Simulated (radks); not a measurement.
Ionisation of neutral bismuth, [Hg] 6p3, to [Hg] 6p2 as the strength of local exchange is varied. Method: scalar-relativistic Kohn-Sham, Slater X-alpha exchange (alpha = 2/3 is LDA exchange), no correlation, spin-polarised, spherical densities, finite nucleus; open shells are filled with parallel spins first (spin-orbit coupling, left out, can overturn this in heavy ions); Fermi nuclear charge, rms radius 5.5211 fm; computed with a radial shooting solver on a logarithmic mesh with Libxc functionals.

alpha	E(Bi) (hartree)	exchange (hartree)	IE (eV)	-e of the level emptied (eV)	<r> of it (bohr)
0.667	-21504.3702	-374.5389	7.875	4.581 (6p)	3.079
0.715	-21531.5102	-402.0164	8.322	4.983 (6p)	3.030
0.903	-21638.1496	-510.3114	10.173	6.680 (6p)	2.858
0.918	-21646.6815	-518.9982	10.328	6.824 (6p)	2.846
0.992	-21688.8226	-561.9530	11.105	7.549 (6p)	2.787
1.006	-21696.8047	-570.0983	11.255	7.690 (6p)	2.776
1.021	-21705.3602	-578.8320	11.416	7.841 (6p)	2.765

NIST Atomic Spectra Database: 7.286 eV (measured). The central value is not met in this range of alpha. Open shells are spherical and high-spin; term and fine-structure splittings are not resolved. Spin-orbit splitting is averaged out at the scalar-relativistic level.
